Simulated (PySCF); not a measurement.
# Pt²⁺ (platinum, charge +2) across methods

[Xe] 4f14 5d7 6s1, high-spin 5F determinant (an excited configuration). All numbers are calculated (PySCF 2.14, scalar relativity through the core potential, in aug-cc-pVDZ-PP with ECP60MDF (5s5p4d2f, 54 functions)).

| method | E (hartree) | mean ε 5d α (eV) | mean ε 5d β (eV) | mean ε 6s α (eV) | Σ⟨r²⟩ (bohr²) | ⟨S²⟩ |
| --- | --- | --- | --- | --- | --- | --- |
| PBE | -118.2585 | -29.669 | -27.447 | -24.114 | 36.38 | 6.000 |
| PBE0 | -118.2304 | -31.592 | -29.197 | -24.954 | 36.30 | 6.001 |
| TPSSh | -118.2092 | -30.428 | -28.257 | -24.309 | 36.32 | 6.001 |
| LDA | -118.0015 | -29.758 | -27.488 | -24.440 | 36.55 | 6.000 |
| M06-L | -118.3144 | -29.937 | -27.742 | -23.563 | 36.04 | 6.001 |
| r2SCANh | -118.2674 | -30.981 | -28.288 | -24.702 | 36.21 | 6.001 |
| HSE06 | -118.2280 | -31.162 | -28.787 | -24.555 | 36.33 | 6.001 |
| r2SCAN | -118.2861 | -30.280 | -27.606 | -24.367 | 36.21 | 6.001 |

(1) Estimate the same row for UHF.

Energies and moments cover only the electrons outside the core potential. Spin-orbit coupling, absent here, splits the open shell strongly.

## Answers

(1) E (hartree) = -117.51553; mean ε 5d α (eV) = -36.449; mean ε 5d β (eV) = -33.357; mean ε 6s α (eV) = -26.747; Σ⟨r²⟩ (bohr²) = 36.46; ⟨S²⟩ = 6.003.
